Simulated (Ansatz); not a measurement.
Mulliken charges of Al2Cl4H2 (`[Cl][Al@H-]1[Cl+][Al@@H-]([Cl])[Cl+]1`) from PBE/def2-TZVPP in Ansatz (PBE0-D4/def2-TZVP geometry).

```
atom   x (Å)   y (Å)   z (Å)  charge (e)
 Cl1   1.734   0.448  -2.486      -0.212
 Al2   1.521   0.309  -0.414       0.448
 Cl3   0.358  -1.594   0.077      -0.118
 Al4  -1.438  -0.304   0.647       0.448
 Cl5  -2.906  -0.513  -0.823      -0.212
 Cl6  -0.249   1.600   0.230      -0.118
  H7   2.704   0.486   0.591      -0.118
  H8  -1.722  -0.431   2.178      -0.118
```

Q: By hand: the dipole of these point charges (1 e Å = 4.8032 D).

A: Σ q r = (0.157, 0.009, 0.443) e Å, of length 0.470 e Å = 2.26 D.

Q: How does the dipole of the full density compare? (Estimate.)

A: The calculation gave: (0.115, 0.006, 0.326) e Å, 1.66 D; the point charges give 1.36 times that, at 0° from its direction.

Point charges leave out the atoms' own dipoles, such as those of lone pairs, and Mulliken's split depends on the basis, so the two needn't agree.
